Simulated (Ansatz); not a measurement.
Basis sets compared for the cluster Ca₂S⁺. Total charge 1; doublet. Geometry PBE-D4/def2-TZVP. Ansatz on 4 threads of Arm Neoverse V1 on a shared host; times are rough, and most runs start from earlier orbitals.

| atom | x (Å) | y (Å) | z (Å) |
| --- | --- | --- | --- |
| Ca1 | 2.115 | -0.442 | 1.076 |
| Ca2 | -2.207 | 0.191 | -0.958 |
| S3 | 0.092 | 0.251 | -0.118 |

Another isomer (doublet) lies 0.05 eV lower at PBE0-D4/def2-TZVP.

```tsv
level	functions	energy (Eh)	HOMO (eV)	LUMO (eV)	wall time
PBE-D4/def2-SVP	66	-1752.3404	-6.78	-6.55	1.2 s
PBE0-D4/def2-SVP	66	-1752.4599	-7.07	-6.22	1.4 s
```

Question: Estimate the rows for PBE-D4/def2-TZVP, PBE0-D4/def2-TZVP (with forces).

Answer: 
| level | functions | energy (Eh) | HOMO (eV) | LUMO (eV) | wall time |
| --- | --- | --- | --- | --- | --- |
| PBE-D4/def2-TZVP | 109 | -1752.6460 | -6.79 | -6.55 | 1.6 s |
| PBE0-D4/def2-TZVP (with forces) | 109 | -1752.7617 | -7.10 | -6.23 | 7 s |
